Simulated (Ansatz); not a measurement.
The molecule SrF, multiplicity 2 (the spin of the measured ground state). No spin–orbit coupling.

D_e counts from the fitted minimum to each atom's lowest state at the same level, without counterpoise.

Correlated levels freeze the inner cores; with def2 sets outer-core shells near the valence are correlated too.

The values were computed with Ansatz (a first-principles code). Values without a source in brackets are computed. In def2 rows elements past Kr take small-core potentials, without spin–orbit coupling.

```tsv
level	bond energy D_e (kcal/mol)
PBE/def2-TZVPP	132.55
r2SCAN/def2-TZVPP	133.41
B97M-V/def2-TZVPP	125.18
PBE0/def2-TZVPP	125.42
CAM-B3LYP/def2-TZVPP	127.19
B2PLYP/def2-TZVPP	123.09
CCSD/def2-TZVPP	?
CCSD/def2-QZVPP	121.79
CCSD(T)/def2-QZVPP	123.98
```

Problem. What belongs in the gaps?

Solution. 
- CCSD/def2-TZVPP, bond energy D_e (kcal/mol): 115.13
